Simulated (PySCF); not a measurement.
cyclopropanecarbaldehyde (C₄H₆O), SMILES C1CC1C=O. Atoms are numbered in the order given.

```xyz
11

O      0.6260     1.6615     0.0000
C     -0.4743     1.1586     0.0000
C     -0.7203    -0.3065     0.0000
C      0.2821    -1.1832     0.7426
C      0.2821    -1.1832    -0.7426
H     -1.3957     1.7972     0.0000
H     -1.7695    -0.6136     0.0000
H     -0.1182    -2.0494     1.2754
H      1.0883    -0.6457     1.2489
H     -0.1182    -2.0494    -1.2754
H      1.0883    -0.6457    -1.2489
```

The structure is a stationary point at B3LYP-D3(BJ)/def2-SVP. The values are those of a single conformer.

Two levels are set side by side: PBE/pcSseg-1 (PySCF) and KT2/pcSseg-1 (PySCF). GIAO shifts against H2O (¹⁷O), TMS (¹H), TMS (¹³C) at the same level; non-relativistic, no solvent, atoms listed together averaged. Differences are taken from unrounded values.

| quantity | KT2 |
|---|---|
| δ(¹⁷O) of O1 (ppm) | 596.9 |
| δ(¹³C) of C2 (ppm) | 194.6 |
| δ(¹³C) of C3 (ppm) | 25.0 |
| δ(¹³C) of C4, C5 (ppm) | 18.2 |
| δ(¹H) of H6 (ppm) | 10.42 |
| δ(¹H) of H7 (ppm) | 1.83 |

Task: What does PBE give, and how far is it from KT2? (An estimate is asked for; the answer gives what the named calculation found.)

Result: 
```csv
quantity,PBE,PBE minus KT2
δ(¹⁷O) of O1 (ppm),648.5,51.6
δ(¹³C) of C2 (ppm),206.8,12.2
δ(¹³C) of C3 (ppm),28.1,3.0
"δ(¹³C) of C4, C5 (ppm)",20.1,1.9
δ(¹H) of H6 (ppm),10.75,0.33
δ(¹H) of H7 (ppm),2.01,0.18
```

Rough cost on one machine, each run with all the roots and properties that it gave: KT2 against PBE within a factor of 2.
